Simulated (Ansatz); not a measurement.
Molecule: TiO (charge 0, triplet). SMILES: [O]=[Ti]
Coordinates optimised at B3LYP-D3(BJ)/def2-TZVP (Ansatz, an electronic-structure program):
```xyz
2

Ti     0.0000     0.0000    -0.4300
O      0.0000     0.0000     1.1824
```
Charge 0, spin multiplicity 3.

Property: size of the dipole moment, in D. Set-up: spin-orbit terms left out; LANL2DZ with its own core potentials from Na on; non-relativistic; UHF or UKS for open shells; six Cartesian d functions in 6-31G* and its kin unless marked 5d. Ab initio and DFT rows: single points at B3LYP-D3(BJ) geometries (Ansatz).

```json
[
 {"level": "PBE/LANL2DZ", "program": "Ansatz", "size of the dipole moment (D)": "3.28"},
 {"level": "BLYP/6-31G*", "program": "Ansatz", "size of the dipole moment (D)": "2.70"},
 {"level": "BLYP/6-31G* with LANL2DZ past Ar", "program": "Ansatz", "size of the dipole moment (D)": "2.95"},
 {"level": "B3LYP/STO-3G", "program": "Ansatz", "size of the dipole moment (D)": "3.30"},
 {"level": "B3LYP/3-21G", "program": "Ansatz", "size of the dipole moment (D)": "2.53"},
 {"level": "B3LYP/6-31G*", "program": "Ansatz", "size of the dipole moment (D)": "3.03"},
 {"level": "B3LYP/6-31G* with LANL2DZ past Ar", "program": "Ansatz", "size of the dipole moment (D)": "3.31"}
]
```

No value to compare with is used here. The 7 habitual levels span 2.53 (B3LYP/3-21G) to 3.31 D (B3LYP/6-31G* with LANL2DZ past Ar).

The levels are drawn from those run, B3LYP/6-31G* more often than the rest, none by its result; runs whose electronic state is in doubt are left out.
